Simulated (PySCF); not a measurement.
Computed IR spectrum (relative IR intensity) of a molecule C3H7NSi. Geometry: PBE-D3(BJ)/def2-SVP. One conformer was computed; it need not be the lowest. Calculation: PBE-D3(BJ)/def2-SVP (PySCF). Frequencies are harmonic and unscaled.

Lines under 2 % of the strongest are left out, and lines within 2 cm⁻¹ are merged.

ν (cm⁻¹): 70 (vw), 246 (vw), 486 (vw), 518 (w), 595 (w), 668 (m), 783 (m), 882 (vs), 884 (s), 906 (m), 909 (m), 919 (w), 1151 (w), 1376 (w), 1389 (w), 2160 (s), 2174 (vs), 2188 (s), 2295 (w), 2971 (w), 2988 (w), 3047 (vw) (against the strongest line: vs over 80 %, s over 45 %, m over 15 %, w over 4 %, vw less)

**Question.** Which structure fits?
A. N#CCC[SiH3]
B. CN1C=C[SiH2]1
C. NC=C=C[SiH3]
D. C1=NCC[SiH2]1

**Answer.** A, N#CCC[SiH3]
